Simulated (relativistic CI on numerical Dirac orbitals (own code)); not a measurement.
# How well does a small relativistic CI reproduce Ag V?

Computed by Dirac-Coulomb-Breit CI, orbitals from a KLI potential per configuration, model QED, valence Slater integrals scaled by 0.85, P86 correlation energy added to each configuration (own radial code, finite nucleus).

CI space (outside the closed core [Ar] 3d10): 4s²4p⁶4d⁷, 4s²4p⁶4d⁶5s, 4s²4p⁶4d⁶4f, 4s²4p⁶4d⁶5p, 4s²4p⁵4d⁸, 4s²4p⁶4d⁶5d, 4s²4p⁶4d⁶6s, 4s²4p⁶4d⁶6p, 4s²4p⁶4d⁵5s5p, 4s²4p⁶4d⁶6d, 4s²4p⁶4d⁶5f, 4s²4p⁶4d⁶7s, 4s²4p⁶4d⁶7p, 4s²4p⁶4d⁶5g, 4s²4p⁶4d⁶7d, 4s4p⁶4d⁸, 4s²4p⁶4d⁵4f5s, 4s²4p⁶4d⁵5p5d, 4s²4p⁶4d⁵5s², 4s²4p⁶4d⁴4f5s², 4s²4p⁶4d⁴5s²5p, 4s²4p⁶4d⁴5s²5d, 4s²4p⁶4d⁴5s²6s. Double excitations out of closed p, d and f shells are left out; levels of such configurations are missing from the list, as are those of other unlisted configurations, and high levels can miss mixing partners.

| Configuration | Term (tabulated) | J | Measured (cm⁻¹) | Computed | Error | Purity (%) |
| --- | --- | --- | --- | --- | --- | --- |
| 4s²4p⁶4d⁷ | 4F | 9/2 | 0.0 | 0 | 0 | 96 |
| 4s²4p⁶4d⁷ | 4F | 7/2 | 3690.5 | 3533 | -157 | 99 |
| 4s²4p⁶4d⁷ | 4F | 5/2 | 5815.6 | 5593 | -223 | 97 |
| 4s²4p⁶4d⁷ | 4F | 3/2 | 7097.3 | 6842 | -255 | 94 |
| 4s²4p⁶4d⁷ | 4P | 3/2 | 14204.4 | 14823 | 619 | 60 |
| 4s²4p⁶4d⁷ | 4P | 5/2 | 14899.4 | 15734 | 835 | 96 |
| 4s²4p⁶4d⁷ | 2G | 9/2 | 16874.7 | 16584 | -291 | 82 |
| 4s²4p⁶4d⁷ | 4P | 1/2 | 17067.2 | 17721 | 654 | 82 |
| 4s²4p⁶4d⁷ | 2G | 7/2 | 20442.1 | 19988 | -454 | 98 |
| 4s²4p⁶4d⁷ | 2H | 11/2 | 22531.9 | 22343 | -189 | 100 |
| 4s²4p⁶4d⁷ | 2D | 5/2 | 24361.2 | 24209 | -152 | 93 |
| 4s²4p⁶4d⁷ | 2P | 1/2 | 24599.1 | 24498 | -101 | 82 |
| 4s²4p⁶4d⁷ | 2H | 9/2 | 26367.7 | 25969 | -399 | 85 |
| 4s²4p⁶4d⁷ | 2D | 3/2 | 30134.4 | 29887 | -247 | 68 |
| 4s²4p⁶4d⁷ | 2F | 5/2 | 34634.7 | 35487 | 852 | 97 |
| 4s²4p⁶4d⁷ | 2F | 7/2 | 36593.8 | 37318 | 724 | 98 |
| 4s²4p⁶4d⁷ | 2D | 3/2 | 55041.2 | 55899 | 858 | 100 |
| 4s²4p⁶4d⁷ | 2D | 5/2 | 56771.9 | 57736 | 964 | 97 |
| 4s²4p⁶4d⁶5s | 6D | 9/2 | 132745.0 | 138875 | 6130 | 97 |
| 4s²4p⁶4d⁶5s | 6D | 7/2 | 135036.4 | 141097 | 6061 | 98 |
| 4s²4p⁶4d⁶5s | 6D | 5/2 | 136401.0 | 142431 | 6030 | 97 |
| 4s²4p⁶4d⁶5s | 6D | 3/2 | 137349.7 | 143350 | 6001 | 97 |
| 4s²4p⁶4d⁶5s | 6D | 1/2 | 137913.8 | 143892 | 5978 | 97 |
| 4s²4p⁶4d⁶5s | 4D | 7/2 | 146216.3 | 152927 | 6711 | 94 |
| 4s²4p⁶4d⁶5s | 4D | 5/2 | 148667.4 | 155321 | 6653 | 93 |
| 4s²4p⁶4d⁶5s | 4D | 3/2 | 150005.7 | 156652 | 6646 | 93 |
| 4s²4p⁶4d⁶5s | 4D | 1/2 | 150869.3 | 157482 | 6613 | 95 |
| 4s²4p⁶4d⁶5s | 4H | 13/2 | 156645.0 | 162036 | 5391 | 96 |
| 4s²4p⁶4d⁶5s | 4H | 11/2 | 156797.8 | 162310 | 5512 | 81 |
| 4s²4p⁶4d⁶5s | 4H | 7/2 | 156901.5 | 162535 | 5634 | 61 |
| 4s²4p⁶4d⁶5s | 4G | 11/2 | 161490.5 | 167257 | 5767 | 66 |
| 4s²4p⁶4d⁶5s | 4G † | 5/2 | 164031.7 | 170016 | 5984 | 68 |
| 4s²4p⁶4d⁶5s | 4G † | 9/2 | 164077.6 | 169827 | 5749 | 73 |
| 4s²4p⁶4d⁶5s | 4G | 7/2 | 164685.3 | 170525 | 5839 | 64 |
| 4s²4p⁶4d⁶5s | 2H † | 9/2 | 165333.7 | 171177 | 5844 | 72 |
| 4s²4p⁶4d⁶5s | 2H † | 11/2 | 165594.7 | 171253 | 5658 | 68 |
| 4s²4p⁶4d⁶5s | 4D | 5/2 | 167526.5 | 174158 | 6631 | 81 |
| 4s²4p⁶4d⁶5s | 4D | 3/2 | 167978.2 | 174593 | 6615 | 84 |
| 4s²4p⁶4d⁶5s | 4D | 7/2 | 168321.8 | 174935 | 6613 | 90 |
| 4s²4p⁶4d⁶5s | 2G | 9/2 | 170864.7 | 176922 | 6057 | 88 |
| 4s²4p⁶4d⁶5s | 2I | 13/2 | 171530.2 | 176482 | 4952 | 96 |
| 4s²4p⁶4d⁶5s | 2I | 11/2 | 172070.3 | 177077 | 5007 | 86 |
| 4s²4p⁶4d⁶5s | 2G | 7/2 | 172346.3 | 178382 | 6035 | 92 |
| 4s²4p⁶4d⁶5s | 2D | 3/2 | 175241.7 | 182228 | 6986 | 88 |
| 4s²4p⁶4d⁶5s | 2D | 5/2 | 175621.8 | 182614 | 6993 | 92 |
| 4s²4p⁶4d⁶5s | 2F | 7/2 | 181638.7 | 188662 | 7024 | 78 |
| 4s²4p⁶4d⁶5s | 2F | 5/2 | 181871.6 | 188921 | 7049 | 80 |

Measured levels from measured levels as listed in Gamrath, thesis, University of Mons (2023); pairs were made by configuration, J and term (by order where the table uses no LS term), so strongly mixed levels may be paired wrongly.

Mean error by configuration (cm⁻¹): 4s²4p⁶4d⁷ 179; 4s²4p⁶4d⁶5s 6197. Over the excited levels the mean absolute error is 3879 cm⁻¹ (46 of the 69 excited levels that our extract of the source holds in range could be paired, and the others can miss by more), and the median relative error of those above 1,000 cm⁻¹ is 3.7 %. Some levels of the ground configuration have no partner. † marks terms whose computed intervals miss the measured ones by more than a factor of 2.5, or configurations far off the rest, from wrong mixing, a near crossing or a doubtful label or measurement; they are left out of the means.
